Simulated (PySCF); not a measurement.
Two-component Hartree-Fock for P²⁺ (phosphorus, charge +2)

Start: [Ne] 3s2 3p1; 3p1/2 filled at m_j = +1/2. Calculated with PySCF 2.14 in x2c-QZVPPall-2c: generalised Hartree-Fock with the X2C-1e Hamiltonian and a Gaussian nucleus; one run each with spin-orbit coupling (SO) switched off, then screened by Boettger's factors.

| spinor shell | electrons | ε, spin-free (eV) | ε, screened SO (eV) | weight of nominal j (screened SO) | rms radius, screened SO (bohr) |
| --- | --- | --- | --- | --- | --- |
| 1s1/2 | 2 | -2206.7 | -2206.7 | 1.000 | 0.120 |
| 2s1/2 | 2 | -229.36 | -229.34 | 1.000 | 0.559 |
| 2p1/2 | 2 | -170.79 | -171.73 | 0.984 | 0.537 |
| 3s1/2 | 2 | -38.694 | -38.686 | 0.995 | 1.89 |
| 3p1/2 | 1 | -30.089 | -30.135 | 0.932 | 2.12 |

Where does 2p3/2 lie, and what is the 2p spin-orbit splitting (screened SO)?

At -170.29 eV, 1.441 eV above 2p1/2.

```
   quantity   spin-free  screened SO
E (hartree)  -340.47116   -340.47314
        M_J         1/2          1/2
       ⟨J²⟩       1.055        0.974
       ⟨L²⟩       2.058        2.058
       ⟨S²⟩       0.769        0.770
```

Each row is a mean over spinors that exchange with the open shell spreads, by up to 1.066 eV (2p1/2).

⟨J²⟩ departs a little from M_J(M_J + 1) because the unrestricted spinors polarise the closed shells.

Without spin-orbit coupling the j labels of p, d and f shells carry no meaning; the spin-free column gives the mean over the occupied spinors of each nl shell, and its ⟨J²⟩ belongs to a mixture of degenerate components.
